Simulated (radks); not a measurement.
Neutral aluminium inside a hard spherical wall (all orbitals vanish at R), configuration held at [Ne] 3s2 3p1 and not refilled when levels cross. All-electron calculation, scalar-relativistic Kohn-Sham, PBE, spin-polarised, spherical densities, finite nucleus; open shells are filled with parallel spins first; Fermi nuclear charge, rms radius 3.061 fm. Program: a radial shooting solver on a logarithmic mesh with Libxc functionals. Eigenvalues in eV for spin up, with the zero of energy where the potential of the charges vanishes at infinity; a dash marks a level that is unbound or too diffuse for the functional's potential to be trusted. A positive occupied level is held by the wall or, in an anion where self-interaction has pushed it up, behind a barrier. The pressure on the wall is -dE/dV.

R (bohr),E (hartree),kinetic (hartree),e(2s),e(2p),e(3s),e(3p),"e(4s, empty)","e(4p, empty)",pressure (GPa)
free,-242.69163,243.134,-108.11,-69.592,-8.046,-3.010,-,-,0
20,-242.69163,243.134,-108.11,-69.592,-8.046,-3.010,-0.418,0.247,< 0.0001
12,-242.69151,243.135,-108.09,-69.573,-8.032,-2.995,0.043,1.306,0.00190
8,-242.68643,243.168,-107.74,-69.224,-7.808,-2.700,2.547,5.185,0.183
6,-242.65241,243.342,-106.47,-67.959,-6.989,-1.537,8.433,12.680,2.72
5,-242.57388,243.675,-104.60,-66.088,-5.616,0.368,16.258,21.716,12.5
4,-242.31162,244.588,-100.67,-62.151,-1.960,5.173,33.847,40.776,67.6
3.5,-241.98318,245.577,-97.328,-58.808,2.064,10.188,50.986,58.577,173
1.5,-225.01845,285.683,-43.012,-1.789,167.93,174.19,514.00,483.25,41800
